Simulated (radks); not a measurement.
The numbers below are computed, except where a source is named.
Removal energies from the tungsten ion W4+, [Xe] 4f14 5d2, by Delta-SCF beside the eigenvalue of the level emptied. Level of theory: non-relativistic Kohn-Sham, PBE, spin-polarised, spherical densities, point nucleus (a radial shooting solver on a logarithmic mesh with Libxc functionals). Open shells are filled with parallel spins first.

| removed from | final configuration | Delta-SCF (eV) | -eigenvalue (eV) |
|---|---|---|---|
| 5d | [Xe] 4f14 5d1 | 51.900 | 45.364 |
| 5p | [Kr] 4d10 4f14 5s2 5p5 5d2 | 89.376 | 81.584 |
| 4f | [Xe] 4f13 5d2 | 97.735 | 84.839 |
| 5s | [Kr] 4d10 4f14 5s1 5p6 5d2 | 114.80 | 106.49 |
